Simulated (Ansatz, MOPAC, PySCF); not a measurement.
Dimer: CH3F (SMILES CF) (first 5 atoms) with C2H3F (SMILES C=CF); geometry from B3LYP-D3(BJ)/def2-TZVP.
(charge 0, multiplicity 1):
```csv
atom,x (Å),y (Å),z (Å)
C,0.3677,0.6683,-0.2241
F,-1.0092,0.5520,-0.0261
H,0.5807,1.6753,-0.5837
H,0.8713,0.4874,0.7244
H,0.6732,-0.0702,-0.9659
C,-1.3213,-0.2474,3.2567
C,-0.1372,-0.2933,3.8301
F,1.0032,-0.0339,3.1475
H,-1.4440,-0.0001,2.2111
H,-2.1966,-0.4640,3.8515
H,0.0692,-0.5312,4.8650
```

Monomers are frozen at their geometry in the pair; levels with a basis set take the counterpoise correction.

The state that AM1 reach isn't checked.

Programs: Ansatz (Gaussian basis) for Hartree–Fock, density functionals and correlated methods; MOPAC for AM1 (differences of heats of formation); PySCF for the dispersion terms. Values without a source in brackets are computed.

Question: One of these levels gives -36.7 meV for the interaction energy. Which one is it?
(A) revPBE/def2-TZVPPD
(B) HF/aug-cc-pVDZ
(C) AM1
(D) PBE-D3(BJ)/def2-TZVPPD

Answer: B, HF/aug-cc-pVDZ. The others give -55.7 (AM1), -96.1 (PBE-D3(BJ)/def2-TZVPPD), -0.3 (revPBE/def2-TZVPPD)

Ansatz is an electronic-structure program.
